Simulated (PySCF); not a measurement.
A geometry optimisation on `C=N[SiH2]O[SiH3]`.

Computed with PBE0-D3(BJ)/def2-SVP geometry optimisation, gas phase (PySCF 2.14.0). Start geometry: GFN2-xTB. The input is one job of a driver script: a line of settings, then coordinates in Å.

Command:
```bash
OMP_NUM_THREADS=1 python probes_run.py task.json out
```

Input:
```
{"job": {"xc": "PBE0", "basis": "def2-SVP", "d3": "d3bj", "grid": 1, "shake": 0.01, "kind": "geom"}, "charge": 0, "multiplicity": 1}
C      2.512850     0.795440     0.463170
N      1.401420     0.572070    -0.102500
Si     0.500820    -0.865620    -0.453400
O     -0.965660    -0.588150     0.032780
Si    -2.433580     0.156110     0.037780
H      3.147740     0.073340     0.902810
H      2.850880     1.848040     0.523910
H      0.895690    -2.080640     0.265690
H      0.580910    -0.964720    -1.879450
H     -3.275700    -0.720030     0.865510
H     -2.272660     1.481380     0.658170
H     -2.903020     0.264500    -1.323490
```

Output:
```
step   0  E = -750.57455413  max force = 0.048998
step   1  E = -750.58581584  max force = 0.008987
step   2  E = -750.58632307  max force = 0.005749
step   3  E = -750.58649221  max force = 0.010387
step   4  E = -750.58681606  max force = 0.003782
step   5  E = -750.58696967  max force = 0.002072
step   6  E = -750.58707334  max force = 0.001756
step   7  E = -750.58712542  max force = 0.001623
step   8  E = -750.58721414  max force = 0.002132
step   9  E = -750.58727373  max force = 0.002536
step  10  E = -750.58731195  max force = 0.001443
step  11  E = -750.58734287  max force = 0.000752
step  12  E = -750.58735940  max force = 0.000895
step  13  E = -750.58739062  max force = 0.001201
step  14  E = -750.58741891  max force = 0.000996
step  15  E = -750.58743631  max force = 0.000570
step  16  E = -750.58743376  max force = 0.000178
step  17  E = -750.58743458  max force = 0.000127
optimisation converged
```

Energies in Eh; «max force» is the largest Cartesian gradient component in Eh/bohr.

**Question.** Give the first gradient maximum in eV/Å.

**Answer.** With 1 Eh/bohr = 51.422 eV/Å, 2.520 eV/Å.

**Question.** How much energy does the optimisation release, in kJ/mol?

**Answer.** E(step 0) − E(last step) = 0.012880 Eh, which is 33.8 kJ/mol.

In short: final energy -750.58743 Eh after 17 steps; dipole 1.52 D.

On Arm Neoverse N1, one thread, no GPU, shared host with 64 logical CPUs at a one-minute load of 38, this took 2.0 min of wall time and 0.46 GiB of memory at its peak.
Labels such as C1 count atoms from 1, the log's own numbers from 0.
